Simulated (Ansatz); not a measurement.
`N[SiH2][GeH3]` + `[AlH2][SH]` → `N[SiH2][S][AlH2]` + GeH₄  (cleavage of the Si–Ge bond)

Gas-phase electronic energies from Ansatz, PBE0-D4/def2-TZVP geometries. CBS: MP2 limit from def2 TZ/QZ plus the TZ coupled-cluster correction, frozen cores. This one scheme is used for every species. Functionals use def2-TZVPP. B3LYP here is the variant with VWN-RPA as its local correlation; programs differ in this. HSE06 is defined as in plane-wave codes. For Ge outer-core shells are correlated without core-valence functions, which leaves a few kJ/mol of doubt a bond. Scalar relativity is left out up to krypton. One conformer a species, not always the lowest.

`N[SiH2][GeH3]`:

Z-matrix (Å, degrees):
```
Si
Ge 1 2.379
N 1 1.723 2 108.4
H 1 1.496 2 107.9 3 -126.0
H 1 1.487 2 110.7 3 117.5
H 2 1.539 1 111.0 3 173.1
H 2 1.542 1 110.4 3 53.9
H 2 1.538 1 111.7 3 -65.9
H 3 1.008 1 119.6 2 166.2
H 3 1.007 1 119.8 2 -51.1
```

`[AlH2][SH]`:

Z-matrix (Å, degrees):
```
Al
S 1 2.181
H 1 1.579 2 116.5
H 1 1.581 2 118.9 3 -180.0
H 2 1.344 1 93.7 3 180.0
```

`N[SiH2][S][AlH2]`:

Z-matrix (Å, degrees):
```
Si
S 1 2.159
N 1 1.709 2 117.2
H 1 1.482 2 103.7 3 119.7
H 1 1.482 2 108.8 3 -121.1
Al 2 2.172 1 97.9 3 61.3
H 3 1.008 1 119.7 2 -80.0
H 3 1.007 1 120.8 2 66.0
H 6 1.586 2 118.6 1 0.6
H 6 1.579 2 118.4 1 -178.9
```

GeH₄:

```xyz
5

Ge    0.000    0.000    0.000
H    -1.409    0.114    0.596
H     1.036    0.024    1.131
H     0.251    1.179   -0.948
H     0.122   -1.317   -0.778
```

Task: Is it downhill or uphill in electronic energy at CCSD(T)/CBS, and by how much? (Best estimate.)

Result: The calculation gave: Downhill: ΔE = -15.3 kcal/mol.

Task: What do these levels give: PBE-D4, B3LYP-D4, ωB97X-V, PBE-QIDH, PBE, PBE0, HSE06, CAM-B3LYP, MP2/def2-SVP, HF/def2-TZVPP, CCSD(T)/def2-TZVPP, HF/CBS(def2)? (Best estimate.)

Result: Computed: PBE-D4 -14.0, B3LYP-D4 -14.8, ωB97X-V -15.1, PBE-QIDH -15.7, PBE -13.1, PBE0 -14.0, HSE06 -14.0, CAM-B3LYP -14.2, MP2/def2-SVP -16.7, HF/def2-TZVPP -15.6, CCSD(T)/def2-TZVPP -14.9, HF/CBS(def2) -15.9 kcal/mol.

Largest T1 diagnostic among the species: 0.012.

From BLYP to BHLYP (50 % exact exchange), in def2-TZVPP and without D4, ΔE moves by −2.2 kcal/mol. Leaving LDA and LC-ωPBE aside and taking each functional with its dispersion term where it has one, the values, not all of them listed here, spread over 2.3 kcal/mol, from B97M-V to PBE-D4. LDA lies −1.1 kcal/mol from PBE without D4. The D4 term adds −1.4 kcal/mol with B3LYP and −0.7 kcal/mol with PBE0; it sums over pairs of atoms, weighted by their polarisabilities, and B3LYP, whose exchange is more repulsive, gets the larger term.
